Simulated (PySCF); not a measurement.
BeCl2, SMILES [Cl][Be][Cl].

Coordinates come from a B3LYP-D3(BJ)/def2-TZVP optimisation. The isomer is the one that the SMILES or the coordinates give; other isomers of the formula were not compared.

Two levels are set side by side: TDA-PBE/def2-TZVPD (PySCF) and TDA-CAM-B3LYP/def2-TZVPD (PySCF). Vertical, same geometry. The lowest singlet is HOMO−1→LUMO 100 % with PBE and HOMO−1→LUMO 92 % with the other functional; states are paired by order. Differences are taken from unrounded values.

```
quantity                               TDA-CAM-B3LYP  TDA-PBE  TDA-PBE minus TDA-CAM-B3LYP
-------------------------------------  -------------  -------  ---------------------------
lowest singlet excitation (eV)                  7.74     7.00                        -0.74
lowest triplet excitation (TDA) (eV)            7.39     6.74                        -0.64
first bright state (f over 0.05) (eV)           8.40     7.59                        -0.81
its oscillator strength                         0.18     0.11                        -0.07
```

A lower first singlet is the usual sign of a functional without exact exchange. Differences between two approximate levels are no errors against the true value.

Rough cost on one machine, each run with all the roots and properties that it gave: TDA-CAM-B3LYP against TDA-PBE about 3 times.
